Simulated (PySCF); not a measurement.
Solvent effects on NMR parameters

Bonds (- single, = double, # triple, : aromatic): C1=C2 1.339 Å, C2-C3 1.445 Å, C3-F4 1.334 Å, C3=C5 1.341 Å, C5-F6 1.304 Å, C5-F7 1.310 Å. C1 carries H8, H9; C2 carries H10. H9 is cis to C3; H8 is trans to C3.

GIAO PBE0/pcSseg-1 in PySCF on one PBE0-D3(BJ)/def2-SVP conformer, non-relativistic, equivalent nuclei averaged. Solvents enter as an IEF-PCM continuum (dichloromethane with ε = 8.9, acetone with ε = 20.5) around the gas-phase geometry. Shifts are referred to TMS, CFCl3 computed in the same medium.

Gas phase, δ in ppm: C5 161.9, C3 134.4, C2 129.3, C1 120.6, F6 -103.0, F7 -118.9, F4 -197.3, H10 6.33, H9 5.78, H8 5.54. Dipole moment 1.36 D.

Q: How does each δ change in the continuum?

A: 
```json
{"atoms": "C5", "environment": "fully substituted alkene carbon", "Δδ, dichloromethane": "+1.1", "Δδ, acetone": "+1.3"}
{"atoms": "C3", "environment": "fully substituted alkene carbon", "Δδ, dichloromethane": "+1.1", "Δδ, acetone": "+1.3"}
{"atoms": "C2", "environment": "alkene CH", "Δδ, dichloromethane": "+1.4", "Δδ, acetone": "+1.6"}
{"atoms": "C1", "environment": "terminal =CH2 carbon", "Δδ, dichloromethane": "+1.5", "Δδ, acetone": "+1.6"}
{"atoms": "F6", "environment": "vinylic fluorine", "Δδ, dichloromethane": "+0.5", "Δδ, acetone": "+0.7"}
{"atoms": "F7", "environment": "vinylic fluorine", "Δδ, dichloromethane": "+3.0", "Δδ, acetone": "+3.4"}
{"atoms": "F4", "environment": "vinylic fluorine", "Δδ, dichloromethane": "-0.7", "Δδ, acetone": "-0.8"}
{"atoms": "H10", "environment": "hydrogen on an alkene CH", "Δδ, dichloromethane": "+0.20", "Δδ, acetone": "+0.23"}
{"atoms": "H9", "environment": "hydrogen on a terminal =CH2 carbon", "Δδ, dichloromethane": "+0.07", "Δδ, acetone": "+0.08"}
{"atoms": "H8", "environment": "hydrogen on a terminal =CH2 carbon", "Δδ, dichloromethane": "+0.20", "Δδ, acetone": "+0.22"}
```

Changes are relative to the gas phase. The dipole moment becomes 1.60 D in dichloromethane, 1.62 D in acetone.

Q: Which nuclei move most (in ppm), and what does the model miss?

A: F7 (vinylic fluorine, +3.4 ppm) in acetone. A continuum only polarises the solute; specific hydrogen bonds, the anisotropy of aromatic solvents and changes of geometry or conformer are outside it.
